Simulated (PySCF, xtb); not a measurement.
B(NCO)(OH)2 (CH2BNO3), SMILES C(=O)=NB(O)O.

GFN2-xTB run with xtb at its own geometry gives an orbital gap of 6.23 eV and a dipole moment of 0.22 D.

The structure is a stationary point at ωB97X-D3(BJ)/def2-SVP. This is a generated structure with no PubChem entry under its InChIKey; it may be hypothetical. Other conformers were not sampled.

Problem. What does ωB97X/def2-TZVP in PySCF give? (The exact figures need the calculation; the answer reports its results.)

Solution. gap 13.50 eV (levels -11.29 and 2.21 eV), dipole 0.44 D.
